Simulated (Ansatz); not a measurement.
HBF, SMILES `[BH-]F` (lower singlet) (charge -1, multiplicity 1). This singlet lies 0.67 eV below the relaxed triplet at the level frozen-core CCSD(T)/aug-cc-pVTZ // B3LYP-D3(BJ)/def2-TZVPD (Ansatz, an electronic-structure program).

Cartesian coordinates (Å):
SMILES: [BH-]F
```xyz
3

B     -0.0842     0.5399     0.0000
F      1.0874    -0.2060     0.0000
H     -1.0032    -0.3339     0.0000
```
Charge -1, spin multiplicity 1.

Frozen-core energies in aug-cc-pVDZ from Ansatz at a geometry from B3LYP-D3(BJ)/def2-TZVPD; the HF reference has <S^2> = 0.00 (restricted, and unstable towards unrestricted orbitals) and the T1 diagnostic is 0.017.

```json
[
 {"level": "HF", "energy (Ha)": "-124.66028"},
 {"level": "MP2", "energy (Ha)": "-124.96287"},
 {"level": "CCSD", "energy (Ha)": "-124.98178"},
 {"level": "CCSD(T)", "energy (Ha)": "-124.99081"}
]
```

Q: Estimate the energies of CCSDT and CCSDT(Q), and give each level's difference from CCSDT(Q).

A: 
```tsv
level	energy (Ha)	difference from CCSDT(Q) (mHa)
MP2	-124.96287	29.34
CCSD	-124.98178	10.43
CCSD(T)	-124.99081	1.40
CCSDT	-124.99162	0.59
CCSDT(Q)	-124.99221	0.00
```
